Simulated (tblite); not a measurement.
C6H8F2O (charge +1 and doublet state).
Atom-mapped SMILES: `[CH2+:1][C:2]([CH2:3][F:4])/[C:5](=[CH:6]\[F:7])[CH2:8][OH:9]` (hydrogens: H10, H11 on C1; H12, H13 on C3; H14 on C6; H15, H16 on C8; H17 on O9)

Computed geometry: GFN2-xTB, gas phase. This method treats the open shell by occupation alone, without spin polarisation.

(1) What internal coordinates does the optimisation give?

## Answers

(1) 
```json
{"bond": "C1–C2", "length (Å)": "1.352"}
{"bond": "C2–C3", "length (Å)": "1.500"}
{"bond": "C3–F4", "length (Å)": "1.362"}
{"bond": "C2–C5", "length (Å)": "1.456"}
{"bond": "C5=C6", "length (Å)": "1.361"}
{"bond": "C6–F7", "length (Å)": "1.306"}
{"bond": "C5–C8", "length (Å)": "1.499"}
{"bond": "C8–O9", "length (Å)": "1.385"}
{"bond": "C1–H10", "length (Å)": "1.078"}
{"bond": "C1–H11", "length (Å)": "1.077"}
{"bond": "C3–H12, C3–H13", "length (Å)": "1.099"}
{"bond": "C6–H14", "length (Å)": "1.084"}
{"bond": "C8–H15, C8–H16", "length (Å)": "1.106"}
{"bond": "O9–H17", "length (Å)": "0.967"}
```

Bonds in one row agree within 0.01 Å and their mean is given. A selection of angles:
```json
{"angle": "C2–C1–H10", "degrees": "121.0"}
{"angle": "C2–C1–H11", "degrees": "122.6"}
{"angle": "H10–C1–H11", "degrees": "116.4"}
{"angle": "C1–C2–C3", "degrees": "120.3"}
{"angle": "C1–C2–C5", "degrees": "122.9"}
{"angle": "C3–C2–C5", "degrees": "116.8"}
{"angle": "C2–C3–F4", "degrees": "111.6"}
{"angle": "C2–C3–H12", "degrees": "110.6"}
{"angle": "F4–C3–H12", "degrees": "107.4"}
{"angle": "H12–C3–H13", "degrees": "109.0"}
{"angle": "C2–C5–C6", "degrees": "122.6"}
{"angle": "C2–C5–C8", "degrees": "118.5"}
{"angle": "C6–C5–C8", "degrees": "118.8"}
{"angle": "C5–C6–F7", "degrees": "122.3"}
{"angle": "C5–C6–H14", "degrees": "124.6"}
{"angle": "F7–C6–H14", "degrees": "113.0"}
{"angle": "C5–C8–O9", "degrees": "110.7"}
{"angle": "C5–C8–H15", "degrees": "108.7"}
{"angle": "O9–C8–H15", "degrees": "111.1"}
{"angle": "H15–C8–H16", "degrees": "105.9"}
{"angle": "C8–O9–H17", "degrees": "111.4"}
```

Torsions: C1–C2–C3–F4 -152° (antiperiplanar); C1–C2–C5–C6 36° (synclinal); C2–C5–C6–F7 3° (synperiplanar); C2–C5–C8–O9 30°; H17–O9–C8–C5 -171° (antiperiplanar). The mirror-image conformer, all signs reversed, is as good.

The 2 C–F bonds span 1.306 Å (C6–F7, drawn single) to 1.362 Å (C3–F4, drawn single), a spread of 0.056 Å. Of the pairs four or more bonds apart, C3···O9 is among the closest relative to their van der Waals radii: 2.75 Å, 85 % of the sum of Bondi's values. C1 (carbon bonded to C and 2 H) is planar (angles 122.6°, 121.0° and 116.4°, sum 360.0°, 0.01 Å off the plane of its three neighbours). The 5 C–C bonds span 1.352 Å (C1–C2, drawn single) to 1.500 Å (C2–C3, drawn single), a spread of 0.148 Å. O9 (oxygen bonded to C and H) is bent (angle 111.4°). C2 (carbon bonded to 3 C) is planar (angles 122.9°, 120.3° and 116.8°, sum 360.0°, 0.01 Å off the plane of its three neighbours). C5 (carbon bonded to 3 C) is planar (angles 122.6°, 118.8° and 118.5°, sum 360.0°, 0.02 Å off the plane of its three neighbours).

Point group: C1 (no symmetry element, even within 0.4 Å). Its GFN2-xTB frequencies are all real (lowest 69 cm⁻¹). Torsions: H–C1–C2–C3 4° and -174°, C1–C2–C3–F4 -152°, C1–C2–C5–C6 36°, C2–C5–C8–O9 30°, C5–C8–O9–H -171°. 3 starts were optimised and ended at 0.00, 3.05 and 4.61 kcal/mol (GFN2-xTB); the lowest of these is shown.
